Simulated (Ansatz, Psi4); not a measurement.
The Psi4 input:
```
memory 2 GB

molecule {
0 1
Li   -0.00000000   -0.00000000   -1.14043347
F     0.00000000    0.00000000    0.38014449
}

set {
  basis cc-pvtz
  scf_type pk
  puream true
  d_convergence 1e-8
  dft_radial_points 99
  dft_spherical_points 590
}

energy('b3lyp')
print_variables()
```

Q: Convert this to an input for Ansatz (a quantum-chemistry and plane-wave program).

A: This is not unique; one that fits is 
Ansatz 0.2 input:
```yaml
crystal:
  periodic: [false, false, false]
  atoms:
    - {symbol: Li, position_ang: [-0.00000000, -0.00000000, -1.14043347]}
    - {symbol: F, position_ang: [0.00000000, 0.00000000, 0.38014449]}
basis:
  gaussian:
    orbitals: cc-pVTZ
hamiltonian:
  xc: b3lyp
accuracy: high
```

Both were run: Psi4 gave -107.471316 Eh and Ansatz -107.471316 Eh, 0.000 mEh apart.
